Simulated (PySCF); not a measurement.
CH7ClN2Si, SMILES NC[Si@@H](N)Cl. Geometry optimised at PBE0-D3(BJ)/def2-SVP. The structure was generated by enumeration; whether it is a known compound was not checked. One conformer was computed; it need not be the lowest.

Computed equilibrium geometry at PBE0-D3(BJ)/def2-SVP (PySCF confirms it by a frequency run) as a Z-matrix (one conformer of several):
```
Si
N 1 1.7230
H 2 1.0145 1 119.12
H 2 1.0154 3 110.23 1 143.26
H 1 1.4897 2 106.33 3 -38.09
C 1 1.8806 5 112.71 2 118.21
H 6 1.1026 1 110.12 5 63.98
H 6 1.1053 7 104.60 1 -117.10
N 6 1.4593 7 109.93 8 -117.79
H 9 1.0186 6 110.36 7 -57.14
H 9 1.0194 10 105.73 6 118.67
Cl 1 2.0950 5 107.09 2 -122.23
```
Charge 0, spin multiplicity 1.
